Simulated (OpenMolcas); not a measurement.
Ionisation energies of gallium

```
Program             : OpenMolcas 26.06
Basis               : ANO-R3 [7s6p5d4f2g]
Scalar Hamiltonian  : X2C, finite nucleus
Spin-orbit coupling : state interaction with AMFI integrals over the reference wave functions, term energies averaged over their components
```

Active shells in each charge state: the valence s, p shells, with orbitals averaged over the low states. Where CASPT2's correlated closed shells are named, they are those of the first ion.

A. CASSCF
B. SS-CASPT2, IPEA 0.25 Eh, imaginary shift 0.1 Eh (closed shells correlated: 3d)
C. SS-CASPT2, IPEA 0.25 Eh, imaginary shift 0.1 Eh (closed shells correlated: 3s 3p 3d)
D. SS-CASPT2, IPEA 0 Eh, imaginary shift 0.1 Eh (closed shells correlated: 3d)
E. SS-CASPT2, IPEA 0.25 Eh, imaginary shift 0.1 Eh (closed shells correlated: none)

Energies in eV between the lowest computed levels (charge -1 gives the electron affinity), named as in B; reference values from the NIST Atomic Spectra Database with their kind.

```
             From                 To       A       B       C       D       E  Spin-orbit share in B          Reference
  Ga- 4s² 4p² ³P₀  Ga 4s² 4p ²P°_1/2  -0.571  -0.104  -0.108  -0.010  -0.147                 -0.024                   
Ga 4s² 4p ²P°_1/2        Ga+ 4s² ¹S₀   4.983   5.860   5.857   5.979   5.644                 +0.066   5.999 (measured)
      Ga+ 4s² ¹S₀     Ga2+ 4s ²S_1/2  19.703  20.419  20.469  20.418  19.768                 +0.000  20.515 (measured)
   Ga2+ 4s ²S_1/2      Ga3+ 3d¹⁰ ¹S₀  29.611  30.674  30.761  30.702  29.611                 +0.000  30.726 (measured)
```

Error against the reference values, in %:

```json
{"From": "Ga", "Reference": "measured", "A": "-16.9", "B": "-2.3", "C": "-2.4", "D": "-0.3", "E": "-5.9"}
{"From": "Ga+", "Reference": "measured", "A": "-4.0", "B": "-0.5", "C": "-0.2", "D": "-0.5", "E": "-3.6"}
{"From": "Ga2+", "Reference": "measured", "A": "-3.6", "B": "-0.2", "C": "+0.1", "D": "-0.1", "E": "-3.6"}
```

Mean absolute error over the 3 measured values: A 0.98 eV, B 0.10 eV, C 0.07 eV, D 0.05 eV, E 0.74 eV. D lies closest.

No diffuse functions were added, so the electron affinity comes out too small, and without dynamic correlation a bound anion can come out unbound.

° marks odd parity.
